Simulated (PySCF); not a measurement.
Computed IR spectrum (relative IR intensity) of a molecule C4H4N, multiplicity 2. Geometry: r2SCAN-D4/def2-SVP. The values are those of a single conformer. Calculation: r2SCAN-D4/def2-SVP (PySCF). Frequencies are harmonic and unscaled.

| ν (cm⁻¹) | relative intensity |
|---|---|
| 485 | 74 |
| 557 | 16 |
| 649 | 22 |
| 732 | 100 |
| 829 | 4.0 |
| 852 | 2.6 |
| 884 | 3.8 |
| 1032 | 45 |
| 1067 | 22 |
| 1148 | 4.2 |
| 1228 | 12 |
| 1454 | 7.4 |
| 1489 | 14 |
| 1538 | 2.8 |
| 3649 | 84 |

**Question.** Which molecule gave these data?
A. C1=C[N]C=C1
B. [c]1ccc[nH]1
C. [c]1cc[nH]c1

**Answer.** C, [c]1cc[nH]c1
